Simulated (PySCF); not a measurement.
**A ladder for the ionisation energy of Nd²⁺**

Nd²⁺ [Xe] 4f4 (high-spin determinant) → Nd³⁺ [Xe] 4f3 (high-spin determinant). Scalar values calculated with PySCF 2.14 in ANO-RCC-VTZP (spin-free X2C; valence: [Kr] 4d10 frozen; valence and next inner shell: [Ar] 3d10 frozen). The spin-orbit shift comes from two-component X2C-1e calculations (generalised Hartree-Fock, GHF, and MP2 on its spinors, GMP2) in x2c-TZVPPall-2c: GMP2 gives 21.736 eV without and 21.643 eV with screened spin-orbit coupling, a shift of -0.093 eV (GHF: -0.099 eV). Sums use unrounded values; where a UHF row is shifted, it takes the GHF shift.

| method | scalar (eV) |
| --- | --- |
| UHF | 19.928 |
| LDA | 23.627 |
| PBE | 23.295 |
| PBE0 | 22.734 |
| r2SCAN | 23.023 |
| MP2 (valence) | 21.679 |
| SCS-MP2 (valence) | 21.115 |
| MP2 (valence and next inner shell) | 21.947 |
| SCS-MP2 (valence and next inner shell) | 21.379 |
| CCSD (valence) | 21.491 |
| CCSD(T) (valence) | 21.585 |

(1) Form a composite estimate from CCSD(T) (valence) and the spin-orbit shift, and compare it with the reference, 22.09 ± 0.04 eV (semi-empirical (NIST evaluation); NIST Atomic Spectra Database, ionization energies).

The errors of the correlated levels include the incompleteness of the basis and the frozen core, so a lower level can come closer by cancellation.

Both determinants mix LS terms of the configuration, so the numbers do not refer to single terms.

## Answers

(1) 21.585 + (-0.093) = 21.492 eV, an error of -0.598 eV.
